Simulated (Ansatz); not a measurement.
Coupled-cluster diagnostics for Sr₃S₄ (the lowest singlet isomer of a short search), Ansatz.

Geometry of the singlet (PBE-D4/def2-SVP):

Cartesian coordinates in Å:
```
Sr -0.8157 2.9673 -1.5205
Sr -0.5379 -0.7823 -0.8359
Sr 1.4252 -0.1507 2.3013
S -1.7056 0.8496 -2.7708
S 1.5315 -2.3351 0.5689
S -0.3482 -2.2257 1.7183
S 0.4508 1.6769 0.5387
```

In the def2 sets Sr takes a core potential; there is no spin–orbit coupling. Correlated methods freeze 20 core orbitals; core or outer-core shells of Sr are correlated, in sets that lack core-valence functions. The structure comes from a short search, and lower isomers may exist.

Question: Estimate the CCSD(T) correlation energy, the shares of MP2 and (T), T1 and the reference's ⟨S²⟩ for: charge 0, singlet, own geometry in def2-SVP; and the rough time on 4 threads of INTEL XEON PLATINUM 8581C on a shared host.

Answer: 
| state | basis | correlation (eV) | MP2 share (%) | (T) share (%) | T1 | ⟨S²⟩ (pure) | wall time |
| --- | --- | --- | --- | --- | --- | --- | --- |
| charge 0, singlet, own geometry | def2-SVP | -22.493 | 90.5 | 3.3 | 0.015 | 0.00 (0.00) | 22 s |
Customary marks for T1 are 0.02 (closed shells), 0.045 (open shells) and about 0.05 (3d metals). T1 stays under 0.02 throughout.
